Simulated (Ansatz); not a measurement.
`[F][Mo]([F])([F])(=[S])[Cl]`, charge 0, multiplicity 1.

Task: Give a relaxed structure at PBE0-D4/def2-TZVP (the Gaussian-basis code of Ansatz). (An estimate is asked.)

Result: The calculation gave: 
Cartesian coordinates in Å:
```
F -0.144 -1.741 0.578
Mo 0.050 0.003 0.032
F 1.266 0.120 1.408
F -0.163 1.809 0.291
S 1.115 -0.134 -1.727
Cl -2.123 -0.058 -0.582
```
Point group Cs.
